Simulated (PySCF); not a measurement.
Match the calculated data to a structure.

All candidates are C5H10N2.

| technique | computed result |
| --- | --- |
| Dipole | 1.09 D [PBE0/def2-SVPD] |
| 13C NMR | chemical shifts (computed TMS as zero) by class: 160.6 (1 C), 127.5 (1 C), 60.0 (1 C), 59.6 (1 C), 46.9 (1 C) ppm [GIAO PBE0/pcSseg-1] |
| Rotational structure | rotational constants A, B, C: 6.309, 1.748, 1.431 GHz [GFN2-xTB] |
| Polarisability | 73.9 au [PBE0/def2-SVPD] |
| NMR, other nuclei | isotropic shieldings of nuclei other than C and H, by class: 220 (1 N), 233 (1 N) ppm [GIAO PBE0/pcSseg-1] |
| 1H NMR | chemical shifts (computed TMS as zero) by class: 5.66 (1 H), 3.88 (2 H), 3.62 (2 H), 3.40 (2 H), 0.96 (1 H), 0.84 (2 H) ppm [GIAO PBE0/pcSseg-1] |
| Triplet | lowest triplet excitation (Tamm–Dancoff): 4.36 eV [TDA PBE0/def2-SVPD] |
| UV, first state | lowest singlet excitation: 5.65 eV (219 nm, f = 0.006) [TDDFT PBE0/def2-SVPD] |
| UV, strongest line | among the 6 lowest singlet transitions: S5 at 6.44 eV (193 nm, f = 0.018) [TDDFT PBE0/def2-SVPD] |

Gas-phase values; electronic properties from PySCF, density fitting. Levels stand in brackets. Isolated species at its GFN2-xTB geometry (one conformer only). Each NMR value is the plain mean over a class of atoms that symmetry, rotation or inversion makes alike.

Question: Which candidate is it?
A. `C/C=N/N=C\CC`
B. `NCC1=CCNC1`
C. `C/C(=N/N)C1CC1`
D. `NN=C1CCCC1`

Answer: B. It is `NCC1=CCNC1`. Numbering: `[NH2:1][CH2:2][C:3]1=[CH:4][CH2:5][NH:6][CH2:7]1`. Its formula, C5H10N2, gives 2 degrees of unsaturation: 1 ring and 1 π bond in the structure found. 5 carbons fall into 5 classes; from least to most shielded: fully substituted alkene carbon [C3] (160.6 ppm), alkene CH carbon [C4] (127.5 ppm), ring sp3 carbon bound to nitrogen [C7] (60.0 ppm), ring sp3 carbon bound to nitrogen [C5] (59.6 ppm), chain sp3 carbon bound to nitrogen [C2] (46.9 ppm). Hydrogen classes from least to most shielded: 1 H on an alkene CH carbon, C4 (5.66 ppm), 2 H on an sp3 carbon bound to nitrogen, C5 (3.88 ppm), 2 H on an sp3 carbon bound to nitrogen, C7 (3.62 ppm), 2 H on an sp3 carbon bound to nitrogen, C2 (3.40 ppm), 1 H on a secondary amine nitrogen, N6 (0.96 ppm), 2 H on a primary amine nitrogen, N1 (0.84 ppm). The other shieldings belong to: 220 ppm, secondary amine nitrogen [N6]; 233 ppm, primary amine nitrogen [N1]. The optimised geometry has point group C1 and is an asymmetric top.

The others, at the same levels:
- `C/C(=N/N)C1CC1` fails: it has 4 carbon classes against 5; its computed 13C shifts are 142.5 (1 C), 22.2 (1 C), 9.6 (1 C), 5.6 (2 C) ppm, 1H shifts are 5.24 (2 H), 1.59 (3 H), 1.41 (1 H), 0.66 (2 H), 0.58 (2 H) ppm and rotational constant A is 4.243 GHz (against 6.309 GHz).
- `NN=C1CCCC1` fails: its computed 13C shifts are 151.0 (1 C), 37.6 (1 C), 28.9 (1 C), 28.5 (1 C), 25.8 (1 C) ppm, 1H shifts are 4.90 (2 H), 2.42 (2 H), 1.98 (2 H), 1.88 (2 H), 1.64 (2 H) ppm and rotational constant A is 6.042 GHz (against 6.309 GHz).
- `C/C=N/N=C\CC` fails: its computed 13C shifts are 134.4 (1 C), 127.6 (1 C), 24.4 (1 C), 24.1 (1 C), 13.2 (1 C) ppm, 1H shifts are 6.39 (1 H), 6.21 (1 H), 2.06 (3 H), 2.00 (2 H), 1.05 (3 H) ppm and rotational constant A is 6.656 GHz (against 6.309 GHz).

Each candidate is one conformer, not necessarily the lowest. Dipoles, sizes and rotational constants follow the conformer. The torsions of the flexible species, by atom-mapped SMILES:
- `[CH3:1]/[C:2](=[N:3]/[NH2:4])[CH:5]1[CH2:6][CH2:7]1`: C1–C2–C5–C6 61°, H–N4–N3–C2 159°, H–N4–N3–C2 28°
- `[CH3:1]/[CH:2]=[N:3]/[N:4]=[CH:5]\[CH2:6][CH3:7]`: C2–N3–N4–C5 99°, N4–C5–C6–C7 130°

The conformers of `NCC1=CCNC1` and `NN=C1CCCC1` aren't listed.
